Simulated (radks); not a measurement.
Results of a calculation; reference values are marked as such.
Task: Ce XLIX, 10 electrons, occupied as [Ne] (the NIST ground configuration). Code: a radial shooting solver on a logarithmic mesh with Libxc functionals. Model: non-relativistic Kohn-Sham, LDA (Slater exchange, Perdew-Wang correlation), spin-unpolarised, spherical densities, point nucleus; relativity is left out, which matters for an element this heavy. Some entries of the table are withheld. Estimate them.

orbital  occ.  eigenvalue (eV)  <r^2> (bohr^2)
1s          2              (1)             (2)
2s          2        -9120.607         0.01413
2p          6        -8853.468         0.01049
3s          0              (3)         0.07521
3p          0        -3737.118             (4)

Result: 
(1) 1s eigenvalue (eV): -41662.50
(2) 1s <r^2> (bohr^2): 0.0009160
(3) 3s eigenvalue (eV): -3827.447
(4) 3p <r^2> (bohr^2): 0.06807
